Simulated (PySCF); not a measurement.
Cost of one run: shielding job, `C[P@](=O)(O)c1ccccn1`.

Method: GIAO PBE0/pcSseg-1 NMR shielding, non-relativistic, gas phase (PySCF 2.14.0, density-fitted response routines). Geometry: GFN2-xTB. Work: shieldings, ring-centre shieldings, charges and field gradients, density fitting. The input is one job of a driver script: a line of settings, then coordinates in Å.

Command:
```bash
OMP_NUM_THREADS=1 python probes_run.py task.json out
```

Input:
```
{"job": {"kind": "nmr", "xc": "PBE0", "basis": "pcSseg-1"}, "charge": 0, "multiplicity": 1}
C      2.539733    -1.081726     0.271005
P      1.630530     0.244374    -0.591465
O      1.840016     0.341906    -2.041544
O      2.138825     1.540916     0.202591
C     -0.143106     0.139926    -0.159418
C     -0.871371    -1.013677     0.071847
C     -2.235253    -0.889949     0.285987
C     -2.806028     0.372611     0.247292
C     -1.984348     1.462004    -0.004489
N     -0.683293     1.349459    -0.202409
H      2.277103    -2.039170    -0.170523
H      2.321786    -1.078161     1.333775
H      3.599033    -0.897881     0.108269
H      1.838462     2.315924    -0.279340
H     -0.380452    -1.974579     0.082843
H     -2.843489    -1.762423     0.477209
H     -3.864448     0.509218     0.405356
H     -2.382459     2.467544    -0.048642
```

Hardware: one thread, Arm Neoverse V2 (aarch64), shared host with 32 logical CPUs at a one-minute load of 7.4. PySCF's memory limit was set to 1040 MB.

The basis has 217 functions.

Problem. How long does the run take?

Solution. About 32 s. The SCF took 15 cycles.

Problem. Estimate the peak memory.

Solution. About 0.96 GiB. Peak memory is the resident size of the whole Python process, interpreter and libraries included.

Problem. At this speed, how long would 500 such jobs take on 64 cores, one job a core?

Solution. 500/64 gives 8 rounds of 32 s, about 4.3 min of wall time and 4.4 core-hours, if the jobs don't slow each other.

The SCF part of the output:
```
coarse grid: 16336 points
cycle   1  E = -779.0655082761  dE =  2.062e+00  |g| = 1.077e+00  |ddm| = 4.225e+00
cycle   2  E = -778.4724703829  dE =  5.930e-01  |g| = 2.009e+00  |ddm| = 3.266e+00
cycle   3  E = -779.2616654984  dE = -7.892e-01  |g| = 3.449e-01  |ddm| = 2.588e+00
cycle   4  E = -779.2847457418  dE = -2.308e-02  |g| = 1.042e-01  |ddm| = 3.706e-01
cycle   5  E = -779.2863873738  dE = -1.642e-03  |g| = 3.471e-02  |ddm| = 9.440e-02
cycle   6  E = -779.2866473548  dE = -2.600e-04  |g| = 8.274e-03  |ddm| = 3.668e-02
cycle   7  E = -779.2866592170  dE = -1.186e-05  |g| = 4.279e-03  |ddm| = 1.145e-02
cycle   8  E = -779.2866635410  dE = -4.324e-06  |g| = 8.834e-04  |ddm| = 4.824e-03
final grid: 155560 points
cycle   9  E = -779.3650438899  dE = -3.076e-05  |g| = 1.204e-02  |ddm| = 3.871e-02
cycle  10  E = -779.3650047293  dE =  3.916e-05  |g| = 1.862e-02  |ddm| = 2.792e-02
cycle  11  E = -779.3650734364  dE = -6.871e-05  |g| = 2.971e-03  |ddm| = 1.822e-02
cycle  12  E = -779.3650752196  dE = -1.783e-06  |g| = 3.776e-04  |ddm| = 2.744e-03
cycle  13  E = -779.3650752416  dE = -2.199e-08  |g| = 1.782e-04  |ddm| = 4.194e-04
cycle  14  E = -779.3650752481  dE = -6.529e-09  |g| = 2.766e-05  |ddm| = 1.681e-04
cycle  15  E = -779.3650752482  dE = -9.618e-11  |g| = 1.868e-05  |ddm| = 3.682e-05
converged SCF energy = -779.3650752482
```

On the final grid dE counts from the start density on that grid.

The host was shared with other jobs, so the times are rough.
